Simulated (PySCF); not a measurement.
States of one metal complex from SC-NEVPT2 in the d shell, PySCF, above the ground state:

| 2S+1 | degeneracy | energy / cm⁻¹ | f (electric dipole) |
| --- | --- | --- | --- |
| 3 | 1 | 0 | – |
| 3 | 2 | 839 | 0 |
| 3 | 2 | 2721 | 0 |
| 3 | 2 | 3039 | 0 |
| 1 | 2 | 14032 | – |
| 1 | 2 | 15068 | – |
| 1 | 1 | 15320 | – |
| 3 | 2 | 15842 | 0 |
| 1 | 1 | 20362 | – |
| 1 | 2 | 20801 | – |
| 3 | 1 | 22206 | 0 |
| 1 | 2 | 22374 | – |

Problem. Which of these complexes, all computed at model or optimised geometries, gave the data?
A. [VCl5]2- (d2, trigonal bipyramidal)
B. [CrF6]2- (d2, octahedral)
C. NiBr2 (d8, linear)
D. [TcCl4]+ (d2, tetrahedral)

Solution. C. NiBr2 (d8, linear) has 3Σg-, then 3Πg at 839, 3Δg at 2721 cm⁻¹ (NEVPT2). The others: [TcCl4]+ (d2, tetrahedral) has 3A2, then 1E at 6906, 1A1 at 12266 cm⁻¹ (NEVPT2); [CrF6]2- (d2, octahedral) has 3T1g, then 1T2g at 13300, 1Eg at 13524 cm⁻¹ (NEVPT2); [VCl5]2- (d2, trigonal bipyramidal) has 3A2, then 3A2 at 4163, 3A1 at 4187 cm⁻¹ (NEVPT2).

The d shell alone is too small an active space for [TcCl4]+ (an active orbital has only 0.54 squared overlap with the free ion's shell): its levels, fitted parameters, g values and moments show what this model gives and aren't sound predictions.

On NiBr2: No frequencies were computed for the optimised geometry.
